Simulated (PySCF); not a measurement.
Cl₃HSeSi, SMILES Cl[Si](Cl)(Cl)[SeH]. Geometry: PBE-D3(BJ)/def2-SVP. This is a generated structure with no PubChem entry under its InChIKey; it may be hypothetical. The values are those of a single conformer.

Calculation: PBE-D3(BJ)/def2-SVP (PySCF).

Harmonic wavenumbers (cm⁻¹): 94, 112, 171, 171, 182, 188, 336, 535, 577, 589, 672, 2352. Rotational constants (GHz): 1.266, 0.8256, 0.8147; symmetry number 1.

**Question.** Work out the zero-point energy and the ideal-gas rigid-rotor harmonic-oscillator thermochemistry at 298.15 K and 1 atm.

**Answer.** ZPE = ½ Σ hcν = ½ × 5978 cm⁻¹ = 35.76 kJ/mol. H − E(el) = 58.50 kJ/mol. Entropy in J/(mol K): translation 175.69, rotation 126.83, vibration 80.87, total 383.39. G − E(el) = -55.81 kJ/mol. Cp = 105.09 J/(mol K). Modes under 150 cm⁻¹ make the vibrational entropy uncertain.
